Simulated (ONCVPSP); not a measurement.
## What one change does to a pseudopotential (caesium (Cs), ONCV)

| Item | Value |
| --- | --- |
| Element | caesium (Cs) |
| Generator | ONCVPSP 4.0.1 |
| Type | optimised norm-conserving Vanderbilt (ONCV) |
| Functional | PBE |
| Relativity | fully relativistic |
| Frozen core | [Kr] 4d10 |
| Valence charge | 9 |
| Reference configuration | 5s2 5p6 6s1 |
| Partial waves | 5s+6s: rc 3.40 bohr, ncon 3, nbas 8, qcut 3.8 1/bohr, 2 projectors; 5p: rc 2.00 bohr, ncon 3, nbas 8, qcut 4.3 1/bohr, 1 projector; d scattering state at 0.17 Ha: rc 2.65 bohr, ncon 5, nbas 9, qcut 3.4 1/bohr, 2 projectors, debl 3.8 Ha |
| Local potential | polynomial inside 1.30 bohr (lpopt 5, dvloc0 0 Ha) |
| Core correction | none |

Open shells are filled in proportion to 2j + 1.

In the d channel the program set the typed energies aside and used 0.050, 3.850 Ha (j = l + 1/2; the other j can differ).

All-electron outer shells of the reference configuration (PBE, scalar-relativistic, ld1.x):

```csv
shell,level (eV),outermost node (bohr),outermost maximum (bohr)
5s,-26.73,0.82,1.54
5p,-13.52,0.89,1.79
6s,-2.09,2.11,4.80
```

Change: s: qcut 5.2; p: qcut 5.9; d: qcut 4.6.

Cutoffs: the cutoffs (Ha) at which the residual kinetic energy of the hardest occupied pseudo-wave falls to 1 and 0.1 mHa per electron; they do not see the model core or the augmentation charge, which bear on the density cutoff. Errors are all-electron minus pseudo energies relative to the spin-unpolarised reference configuration.

What does the change do?

The potential gets neither clearly harder nor softer (8.3 Ha and 37 Ha → 12 Ha and 14 Ha); both files keep a bound ghost (p, s); the lowest positive-energy flag moves from p1/2 at 1.0 eV to p1/2 at 3.3 eV; of the 3 tests that both files solve, the error grows in 0 and shrinks in 1 by more than 15 % and 0.3 meV (median size 0.2 → 0.1 meV).

```tsv
quantity	base	changed
cutoff, loose	8.3 Ha	12 Ha
cutoff, tight	37 Ha	14 Ha
loose cutoff by channel	s 2.3 Ha, p 8.3 Ha	s 6.1 Ha, p 12 Ha
bound ghosts	s, p3/2	s, p3/2
GHOST(+) flags under 300 eV	p1/2 at 1.0 eV	p1/2 at 3.3 eV
tests with a reliable result	3 of 4	3 of 4
error for 5s2 5p6 6s0, meV [ΔE 3.86 eV]	+0.2	+0.1
error for 5s2 5p6 6s0.5, meV [ΔE 1.47 eV]	0.0	0.0
error for 5s2 5p5 6s1, meV [ΔE 17.91 eV]	+42	+35
s: phases at 3.46 bohr within 0.05 rad from the reference energy up to (Ha; the scan ends near 5)	1.7	2.0
p3/2: phases at 2.03 bohr within 0.05 rad from the reference energy up to (Ha; the scan ends near 5)	-0.3	-0.2
p1/2: phases at 2.03 bohr within 0.05 rad from the reference energy up to (Ha; the scan ends near 5)	-0.1	0.0
d5/2: phases at 2.69 bohr within 0.05 rad from the reference energy up to (Ha; the scan ends near 5)	2.2	2.2
d3/2: phases at 2.69 bohr within 0.05 rad from the reference energy up to (Ha; the scan ends near 5)	2.2	2.2
```

 A true bound ghost makes a file unfit for plane-wave use even where its test errors are small: the radial tests pick states by their node count and pass the ghost by.
